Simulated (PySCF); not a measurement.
## C₆ coefficients of unlike pairs at PBE0

Calculated with PySCF 2.14 from the dipole response of each species, C₆(A,B) = (3/π) ∫ α_A(iu) α_B(iu) du, in atomic units, from isotropic polarisabilities. For ions this is the dispersion term alone; charge-induced terms of lower order in 1/R come first.

| species | configuration | basis | relativity | α (bohr³) | C₆ (like pair) |
| --- | --- | --- | --- | --- | --- |
| Ni⁺ | [Ar] 3d9 (2D) | aug-cc-pVTZ (8s7p5d3f2g) | none | 7.104 | 22.56 |
| W³⁺ | [Xe] 4f14 5d3 (4F) | aug-cc-pVTZ-PP with one added diffuse shell each of s, p, d, f, g type with ECP60MDF (7s7p6d4f3g) | core potential | 7.389 | 36.27 |
| K | [Ar] 4s1 (2S) | dyall-av3z (25s18p5d2f) | spin-free X2C | 347.0 | 5053 |
| Xe³⁺ | [Kr] 4d10 5s2 5p3 (4S) | aug-cc-pwCVDZ-PP with ECP28MDF (6s5p4d1f) | core potential | 9.497 | 54.91 |

Question: Estimate C₆ for Xe³⁺ with W³⁺.

Answer: The integral gives 44.44. The combination rule 2 C_A C_B / (C_A α_B/α_A + C_B α_A/α_B) gives 44.59 and the geometric mean 44.63.

No spin-orbit coupling is included.

The other pairs:

```
     pair     C₆
Xe³⁺, Ni⁺  34.92
 W³⁺, Ni⁺  28.39
  Xe³⁺, K  282.1
   K, W³⁺  220.5
   K, Ni⁺  198.3
```
